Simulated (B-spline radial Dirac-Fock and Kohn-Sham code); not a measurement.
**What relativity does to the binding energies of Er⁶⁴⁺**

System: the Er⁶⁴⁺ ion, [He] 2s2.

Both columns are ΔSCF binding energies of the configuration average from an atomic code on a B-spline grid: non-relativistic Hartree-Fock with a point nucleus, and Dirac-Fock with a finite nucleus and the Coulomb interaction alone, averaged over the two j levels with weights 2j+1.

```
shell  Hartree-Fock (eV)  Dirac-Fock (eV)  shift (eV)  shift (%)
   1s            61036.1          65245.0    +4208.86      +6.90
   2s            14726.1          15999.7    +1273.55      +8.65
```

Relativity binds 1s, 2s more strongly, among those listed most of all 2s in relative terms.

Values without a named source are computed, but for edge energies of neutral atoms, which are taken from tables.
